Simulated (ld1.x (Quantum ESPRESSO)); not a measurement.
# Reading a pseudo-wave (aluminium (Al))

Columns: radius, all-electron u(r) and pseudo u(r) of the 3s shell (level -8.53 eV) of aluminium in the configuration [Ne] 3s1 3p2; Wu–Cohen, scalar-relativistic, PAW scheme, ld1.x (Quantum ESPRESSO) 7.5.

```
r (bohr)  all-electron  pseudo
   0.145        0.0356  0.0601
   0.290       -0.2300  0.1206
   0.435       -0.3016  0.1817
   0.580       -0.2256  0.2434
   0.725       -0.0816  0.3054
   0.870        0.0797  0.3671
   1.015        0.2317  0.4273
   1.160        0.3625  0.4847
   1.305        0.4682  0.5377
   1.450        0.5497  0.5846
   1.595        0.6093  0.6237
   1.740        0.6494  0.6535
   1.885        0.6724  0.6729
   2.030        0.6810  0.6810
   2.175        0.6778  0.6778
   2.320        0.6654  0.6654
   2.465        0.6458  0.6458
   2.610        0.6210  0.6210
   2.755        0.5925  0.5925
   2.900        0.5615  0.5615
   3.045        0.5290  0.5290
   3.190        0.4959  0.4959
   3.335        0.4628  0.4628
   3.480        0.4302  0.4302
   3.625        0.3984  0.3984
   3.770        0.3678  0.3678
```

**Question.** How many radial nodes do the two functions have?

**Answer.** The all-electron 3s function has n − l − 1 = 2; the pseudo-wave has 0, since the states of the same l below it are removed with the core.

**Question.** At about which radius was the pseudo-wave matched?

**Answer.** 2.05 bohr, where the columns begin to agree (steps of 0.14 bohr).

**Question.** Where does each function peak?

**Answer.** Outermost all-electron maximum near 2.03 bohr, pseudo maximum near 2.03 bohr (to the table’s step).

**Question.** Is the pseudo-wave norm-conserving?

**Answer.** No, it belongs to a PAW set: the norm inside the radius is not constrained, and the difference is carried by the augmentation charge.
